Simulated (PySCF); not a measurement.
A side-by-side comparison of computed properties.

First species: C₄H₁₂BN.
Cartesian coordinates in Å at the PBE0-D3(BJ)/def2-SVP level; atoms count from 1:
```xyz
18
C4H12BN angstrom
N      2.5280    0.2279    0.0315
B      1.2656   -0.8154    0.0551
C      0.0087   -0.0241   -0.5688
C     -1.3342   -0.7587   -0.3369
C     -1.6007    0.1698    0.8628
C     -0.5353    1.1344    0.3119
H      2.2928    1.0726    0.5565
H      2.7518    0.5092   -0.9243
H      3.3644   -0.1827    0.4458
H      1.6343   -1.7784   -0.6130
H      1.1264   -1.0990    1.2442
H      0.1963    0.2550   -1.6241
H     -2.0579   -0.5914   -1.1513
H     -1.2852   -1.8409   -0.1364
H     -1.2803   -0.2900    1.8089
H     -2.6216    0.5612    0.9947
H     -0.9866    1.9499   -0.2776
H      0.1444    1.5986    1.0531
```

Second species: C₃H₉NOSi₂.
SMILES: `O=CN[SiH]1C[SiH2]C1`

Levels: B3LYP/def2-SVPD for dipole moment, HOMO energy, LUMO energy, HOMO–LUMO gap, static isotropic polarisability and electronic spatial extent ⟨r²⟩ about the centre of nuclear charge; TDDFT B3LYP/def2-SVPD for lowest singlet excitation; TDA B3LYP/def2-SVPD for lowest triplet excitation (Tamm–Dancoff); ΔSCF B3LYP/def2-SVPD for vertical ionisation energy; PBE0-D3(BJ)/def2-SVP for rotational constant A and rotational constant C. Geometries: PBE0-D3(BJ)/def2-SVP. Each species is one conformer at its optimised geometry, gas phase, non-relativistic unless stated; the electronic structure was computed with PySCF and density fitting.

Dipoles, sizes and rotational constants follow the conformer. The torsions of the flexible species, by atom-mapped SMILES:
- `[NH3+:1][BH2-:2][CH:3]1[CH2:4][CH2:5][CH2:6]1`: N1–B2–C3–C4 -167°
- `[O:1]=[CH:2][NH:3][SiH:4]1[CH2:5][SiH2:6][CH2:7]1`: O1–C2–N3–Si4 0°, C2–N3–Si4–C5 -166°

```json
{"property": "dipole moment", "column X": "5.02 D", "column Y": "3.24 D"}
{"property": "HOMO energy", "column X": "-6.89 eV", "column Y": "-7.46 eV"}
{"property": "LUMO energy", "column X": "-0.58 eV", "column Y": "-0.37 eV"}
{"property": "HOMO–LUMO gap", "column X": "6.31 eV", "column Y": "7.09 eV"}
{"property": "lowest singlet excitation", "column X": "5.49 eV", "column Y": "5.46 eV"}
{"property": "lowest triplet excitation (Tamm–Dancoff)", "column X": "5.44 eV", "column Y": "4.97 eV"}
{"property": "static isotropic polarisability", "column X": "75.6 au", "column Y": "97.6 au"}
{"property": "vertical ionisation energy", "column X": "8.99 eV", "column Y": "9.35 eV"}
{"property": "electronic spatial extent ⟨r²⟩ about the centre of nuclear charge", "column X": "710 bohr²", "column Y": "1204 bohr²"}
{"property": "rotational constant A", "column X": "6.832 GHz", "column Y": "3.705 GHz"}
{"property": "rotational constant C", "column X": "1.962 GHz", "column Y": "1.051 GHz"}
```

Which column belongs to which species?

Column X is the first species and column Y the second. The first has 18 atoms and 48 electrons, the second 16 and 70.

How does each property change from the first species to the second?

dipole moment -1.78 D; HOMO energy -0.57 eV; LUMO energy +0.21 eV; HOMO–LUMO gap +0.78 eV; lowest singlet excitation -0.03 eV; lowest triplet excitation (Tamm–Dancoff) -0.47 eV; static isotropic polarisability +22.0 au; vertical ionisation energy +0.36 eV; electronic spatial extent ⟨r²⟩ about the centre of nuclear charge +494 bohr²; rotational constant A -3.127 GHz; rotational constant C -0.911 GHz.

On the first: The principal polarisabilities are 68.8, 74.4 and 83.6 au; their mean is the isotropic value. The vertical singlet–triplet gap S1 − T1 is 0.05 eV (TDDFT singlet less Tamm–Dancoff triplet; S1: HOMO→LUMO, weight 0.99; T1: HOMO→LUMO, weight 0.99).

On the second: A dipole of 3.24 D is allowed in C1, and pure rotational transitions are dipole-allowed. The ΔSCF ionisation energy exceeds −ε(HOMO) by 1.89 eV with B3LYP.
